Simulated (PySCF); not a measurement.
A PySCF script (with the pyscf-properties extension) for the NMR shieldings of `C1OCC(C)(B(F)F)CO1`, C₅H₉BF₂O₂, on a GFN2-xTB geometry:

```python
import basis_set_exchange as bse
import numpy as np
from pyscf import gto, dft
from pyscf.prop import nmr

atoms = """
C    -1.277326   -0.923453   -0.773671
C    -0.581182    0.215353   -0.002720
B    -1.611631    1.379510    0.335264
F    -2.247887    2.048953   -0.600893
F    -1.896617    1.770559    1.559177
C     0.575969    0.760199   -0.881220
O     1.562433   -0.223584   -1.091557
C     2.079356   -0.686091    0.119415
O     1.113578   -1.279644    0.929172
C     0.090025   -0.364973    1.261625
H    -2.051971   -1.379692   -0.162195
H    -0.540067   -1.680621   -1.029055
H    -1.727439   -0.543940   -1.687280
H     0.214122    1.047155   -1.868879
H     1.028803    1.638048   -0.392227
H     2.816490   -1.454994   -0.119486
H     2.561800    0.154124    0.663751
H    -0.625814   -0.922687    1.866402
H     0.507553    0.455029    1.866916
"""
names = dict.fromkeys(["C", "B", "F", "O", "H"], "pcSseg-1")
basis = {el: gto.basis.parse(bse.get_basis(n, elements=[el], fmt="nwchem")) for el, n in names.items()}
mol = gto.M(atom=atoms, basis=basis, charge=0, verbose=0)
mf = dft.RKS(mol, xc="PBE0")
mf.grids.level = 2
mf.grids.alignment = dft.numint.BLKSIZE   # the property module wants whole blocks of grid points
mf.conv_tol = 1e-9
mf.kernel()

calc = nmr.RKS(mf)   # GIAO
C = mf.mo_coeff
Co = C[:, mf.mo_occ > 0]
resp = mf.gen_response(singlet=True, hermi=2)
def vind(x):   # induced exchange potential for any number of trial vectors
    d = np.einsum("pi,xij,qj->xpq", C, 2 * x.reshape(-1, C.shape[1], Co.shape[1]), Co, optimize=True)
    return np.einsum("xpq,pi,qj->xij", resp(d - d.transpose(0, 2, 1)), C, Co, optimize=True).ravel()
mo1, _ = nmr.rhf.solve_mo1(calc, with_cphf=vind)
sigma = calc.kernel(mo1)
for i, s in enumerate(sigma):   # ppm
    w = np.linalg.eigvalsh((s + s.T) / 2)
    print("%2d %-2s iso %8.1f  s11 %8.1f  s22 %8.1f  s33 %8.1f" % (i, mol.atom_pure_symbol(i), w.mean(), *w))
```

**Question.** Give the expected output.

**Answer.** 
```
 0 C  iso    169.2  s11    144.9  s22    174.6  s33    188.2
 1 C  iso    157.8  s11    148.8  s22    151.7  s33    172.9
 2 B  iso     73.8  s11     47.9  s22     81.8  s33     91.7
 3 F  iso    245.8  s11     65.0  s22    295.3  s33    377.1
 4 F  iso    244.3  s11     65.5  s22    291.3  s33    376.1
 5 C  iso    113.5  s11     93.1  s22    104.4  s33    143.1
 6 O  iso    277.7  s11    195.9  s22    303.9  s33    333.4
 7 C  iso     89.1  s11     66.7  s22     90.6  s33    110.1
 8 O  iso    276.0  s11    195.7  s22    301.7  s33    330.6
 9 C  iso    112.5  s11     90.0  s22    103.6  s33    144.1
10 H  iso     30.9  s11     26.7  s22     28.2  s33     37.8
11 H  iso     28.9  s11     24.2  s22     29.4  s33     33.2
12 H  iso     30.7  s11     26.5  s22     28.3  s33     37.2
13 H  iso     27.8  s11     23.3  s22     27.8  s33     32.2
14 H  iso     28.0  s11     23.1  s22     28.6  s33     32.2
15 H  iso     26.4  s11     22.1  s22     25.3  s33     31.9
16 H  iso     26.9  s11     21.8  s22     26.7  s33     32.3
17 H  iso     27.8  s11     23.5  s22     27.6  s33     32.2
18 H  iso     27.7  s11     22.7  s22     28.7  s33     31.9
```

These numbers come from an equivalent density-fitted implementation of the same equations, which agrees with the script to about 0.01 ppm for H and up to a few tenths of a ppm for heavy atoms, so last digits may differ.

Size and cost of the density-fitted run: 215 basis functions, 77 s wall time on 1 thread of an Arm Neoverse N1, shared host; peak memory 1 GiB.
